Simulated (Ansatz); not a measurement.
This geometry of BGeH$_{7}$Si (10 atoms, charge 0, multiplicity 1) is a first-order saddle point.

Level of theory: RKS PBE/def2-SVP (Ansatz).

```xyz
10
Properties=species:S:1:pos:R:3
B -1.896 0.784 -0.330
Ge 0.080 0.550 -0.542
Si 1.340 -1.255 0.388
H -2.467 0.138 0.525
H -2.441 1.720 -0.879
H -0.200 1.574 0.682
H 0.859 1.389 -1.590
H 2.698 -0.795 0.845
H 0.589 -1.831 1.557
H 1.522 -2.326 -0.653
```

Problem. Which two structures does it join? (They come from a converged band through this point; their orientation in space is the band's.)

Solution. No bond is made or broken.

Initial state:

```xyz
10
Properties=species:S:1:pos:R:3
B -1.843 0.598 -0.383
Ge 0.140 1.000 -0.106
Si 1.157 -1.150 0.336
H -2.600 0.551 0.566
H -2.264 0.309 -1.486
H 0.473 1.888 1.126
H 0.881 1.577 -1.344
H 2.642 -0.976 0.516
H 0.583 -1.754 1.589
H 0.914 -2.095 -0.810
```

Final state:

```xyz
10
Properties=species:S:1:pos:R:3
B -1.765 0.998 -0.125
Ge -0.052 0.276 -0.819
Si 1.345 -1.291 0.375
H -2.365 0.308 0.673
H -2.258 1.934 -0.718
H -0.616 1.428 0.471
H 0.883 1.212 -1.660
H 2.563 -0.628 0.962
H 0.552 -1.958 1.463
H 1.796 -2.330 -0.618
```

Problem. How far does it lie above each of them?

Solution. 0.189 eV above the first and 0.326 eV above the second. This is the barrier of this one path; another mechanism may lie lower.

The run took 3.1 min on 2 threads of Intel(R) Xeon(R) CPU @ 2.60GHz (Ice Lake), with other jobs on the host, peak memory 0.16 GiB.
